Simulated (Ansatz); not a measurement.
Isolated molecules relaxed with PBE0-D4/def2-TZVP in Ansatz; ΔE leaves out vibrations. CCSD(T)/CBS is the MP2 limit (def2-TZVPP, def2-QZVPP) plus CCSD(T) − MP2 in def2-TZVPP, frozen cores. This one scheme is used for every species. Functionals use def2-TZVPP. HSE06 is defined as in plane-wave codes. def2 core potentials past Kr. For Te outer-core shells are correlated without core-valence functions, which leaves a few kJ/mol of doubt a bond. Each species was taken in one conformer, which may not be the lowest.

`C[SiH2][SiH2]N` + H₂Te → `N[SiH2][TeH]` + `C[SiH3]`  (cleavage of the Si–Si bond)

```
             level  ΔE (kJ/mol)
             HSE06        -71.0
RPA@PBE/def2-TZVPP        -67.1
```

What does CCSD(T)/CBS give? (Best estimate.)

The calculation gave: -77.1 kJ/mol. The listed levels differ from it by 6.1, 10.0 kJ/mol.

What do rigid-rotor, harmonic-oscillator terms from PBE0-D4/def2-TZVP frequencies (298.15 K, 1 bar) make of the CCSD(T)/CBS value? (Best estimate.)

Computed: ΔZPE = +6.5 kJ/mol, ΔH = -72.7 kJ/mol, ΔS = -6 J/(mol·K), ΔG = -70.9 kJ/mol. Modes under 50 cm⁻¹ make the entropy rough.

Largest T1 diagnostic among the species: 0.011.

At CCSD(T), def2-SVP lies +7.6 kJ/mol from the extrapolated value and def2-TZVPP +6.4 kJ/mol. From BLYP to BHLYP (50 % exact exchange), in def2-TZVPP and without D4, ΔE moves by −4.7 kJ/mol. Leaving LDA and LC-ωPBE aside and taking each functional with its dispersion term where it has one, the values, not all of them listed here, spread over 13.5 kJ/mol, from PBE-QIDH to B97M-V.

CCSD(T)/CBS has its own doubt, a few kJ/mol and more with outer-core shells, so smaller differences from it don't rank the levels.
